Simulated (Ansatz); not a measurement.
Gas-phase electronic energies from Ansatz, PBE0-D4/def2-TZVP geometries. CCSD(T)/CBS adds triple-zeta CCSD(T) − MP2 to the extrapolated MP2 energy (def2 sets, frozen cores). This one scheme is used for every species, atoms too. Functionals use def2-TZVPP. B3LYP here is the variant with VWN-RPA as its local correlation; programs differ in this. Open shells (•) are unrestricted, without spin–orbit coupling. Spin–orbit coupling would lower the free atoms: a little for O; clearly for Ge. For Ge outer-core shells are correlated without core-valence functions, so the limit isn't a true one: a few kJ/mol of doubt a bond, and 10 to 20 or more in all where bonds break to atoms. Scalar relativity is left out up to krypton. One conformer a species, not always the lowest.

Consider the atomization: `[NH2][GeH2][O][GeH2][NH2]` → 2 Ge• + 8 H• + 2 N• + O•.

What is ΔE at CCSD(T)/CBS? (Estimate.)

Ansatz gave: +4151.8 kJ/mol.

What do these levels give: B3LYP-D4, ωB97X-V, r2SCAN, B3LYP, HF/def2-TZVPP, MP2/CBS(def2)? (Best estimate.)

Ansatz gave: B3LYP-D4 4113.9, ωB97X-V 4160.5, r2SCAN 4098.7, B3LYP 4065.7, HF/def2-TZVPP 2773.4, MP2/CBS(def2) 4183.1 kJ/mol.

Largest T1 diagnostic among the species: 0.012.

The D4 term adds +48.2 kJ/mol with B3LYP and +25.7 kJ/mol with PBE0; it sums over pairs of atoms, weighted by their polarisabilities, and B3LYP, whose exchange is more repulsive, gets the larger term. In def2-TZVPP, CCSD(T) changes the Hartree–Fock value by +1265.9 kJ/mol (the triples alone add +67.0 kJ/mol) and MP2 by +1297.3 kJ/mol; breaking electron pairs costs correlation energy, which Hartree–Fock lacks.

For atomizations the MP2-based limit and the directly extrapolated one differ by several kJ/mol either way, and by 10 to 25 for some Ge, Se and Sn compounds, so smaller differences from it don't rank the levels.
